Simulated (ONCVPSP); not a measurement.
Se (Z = 34), ONCV: configuration errors across variants

* Element: Se (Z = 34)
* Generator: ONCVPSP 4.0.1
* Type: optimised norm-conserving Vanderbilt (ONCV)
* Functional: PBEsol
* Relativity: scalar-relativistic
* Frozen core: [Ne]
* Valence charge: 24
* Reference configuration: 3s2 3p6 3d10 4s2 4p2 (charge +2)
* Partial waves: 3s+4s: rc 1.10 bohr, ncon 3, nbas 7, qcut 10.6 1/bohr, 2 projectors; 3p+4p: rc 1.00 bohr, ncon 4, nbas 7, qcut 13.6 1/bohr, 2 projectors; 3d: rc 0.90 bohr, ncon 4, nbas 8, qcut 17.5 1/bohr, 1 projector; f scattering state at 0.33 Ha: rc 1.00 bohr, ncon 4, nbas 7, qcut 11.5 1/bohr, 3 projectors, debl 1.4 Ha
* Local potential: polynomial inside 0.60 bohr (lpopt 3, dvloc0 6 Ha)
* Core correction: Teter function, fcfact 2.5, rcfact 1.75

All-electron excitation energies from the reference (eV): (1) 3s2 3p6 3d10 4s2 4p4 -31.217; (2) 3s2 3p6 3d10 4s2 4p3 -20.368; (3) 3s2 3p6 3d10 4s2 4p1 30.902; (4) 3s2 3p6 3d9 4s2 4p4 32.870.

A true bound ghost makes a file unfit for plane-wave use even where its test errors are small: the radial tests pick states by their node count and pass the ghost by.

Errors AE − PS in meV (a dash: test not solved or not reliable):

```csv
change,(1),(2),(3),(4),bound ghosts,GHOST(+) flags above zero
base,+3.0,+2.0,-3.1,+82,f,f
"all radii but the core radius scaled by about 0.78 (s 0.84, p 0.78, d 0.70, f 0.78 bohr); local potential polynomial inside 0.46 bohr (lpopt 3, dvloc0 6 Ha)",+2.9,+1.9,-2.8,+30,f,s
"all radii but the core radius scaled by about 0.93 (s 1.02, p 0.94, d 0.84, f 0.94 bohr); local potential polynomial inside 0.56 bohr (lpopt 3, dvloc0 6 Ha)",+3.2,+2.1,-3.2,+63,f,f
"all radii but the core radius scaled by about 0.96 (s 1.06, p 0.96, d 0.88, f 0.96 bohr); local potential polynomial inside 0.58 bohr (lpopt 3, dvloc0 6 Ha)",+3.2,+2.1,-3.2,+76,f,f
"all radii but the core radius scaled by about 1.06 (s 1.18, p 1.06, d 0.96, f 1.06 bohr); local potential polynomial inside 0.64 bohr (lpopt 3, dvloc0 6 Ha)",+3.6,+2.4,-3.6,+106,none,f
"all radii but the core radius scaled by about 1.11 (s 1.22, p 1.12, d 1.00, f 1.12 bohr); local potential polynomial inside 0.66 bohr (lpopt 3, dvloc0 6 Ha)",+5.8,+3.6,-5.1,+124,f,none
"all radii but the core radius scaled by about 1.18 (s 1.30, p 1.18, d 1.06, f 1.18 bohr); local potential polynomial inside 0.70 bohr (lpopt 3, dvloc0 6 Ha)",+4.4,+2.9,-4.4,+149,f,none
"all radii but the core radius scaled by about 1.24 (s 1.36, p 1.24, d 1.12, f 1.24 bohr); local potential polynomial inside 0.74 bohr (lpopt 3, dvloc0 6 Ha)",+4.4,+2.9,-4.6,+180,none,f
"all radii but the core radius scaled by about 1.31 (s 1.44, p 1.32, d 1.18, f 1.32 bohr); local potential polynomial inside 0.78 bohr (lpopt 3, dvloc0 6 Ha)",+4.6,+3.0,-4.6,+226,none,none
```

Question: Give the same row for: all radii but the core radius scaled by about 0.86 (s 0.94, p 0.86, d 0.78, f 0.86 bohr); local potential polynomial inside 0.52 bohr (lpopt 3, dvloc0 6 Ha).

Answer: +3.0, +2.0, -3.0, +47; bound ghosts: f; GHOST(+) flags above zero: f.
